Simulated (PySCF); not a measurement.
Coordinates in bohr (charge 0 multiplicity 3):
```
Se    0.0000    0.0000    0.0000
Be    0.0000    0.0000    3.7686
Be    0.0000    0.0000   -3.7686
```

Level of theory: PySCF, UPBE0, basis Se def2-TZVP, Be def2-TZVP (no relativity, density fitting).

This geometry of Be₂Se is a stationary point at this level.

What is the point group?

D∞h.

Is it a minimum?

No: it has 2 imaginary modes (one degenerate set), at 132i cm⁻¹ (πu).

What are the dipole moment and the gap between the highest occupied and lowest empty levels of either spin?

0.00 D and 3.24 eV.

Give the atomic charges and bond orders.


| atom | Mulliken | Löwdin | polar tensor | spin (Mulliken) | Mayer order to Se1 |
| --- | --- | --- | --- | --- | --- |
| Se1 | -0.02 | 0.43 | -0.91 | -0.03 | – |
| Be2,3 | 0.01 | -0.21 | 0.45 | 1.01 | 1.32 |

This need not be the most stable arrangement of these atoms. At this level a singlet minimum of C2v symmetry lies 71 kJ/mol below this structure.
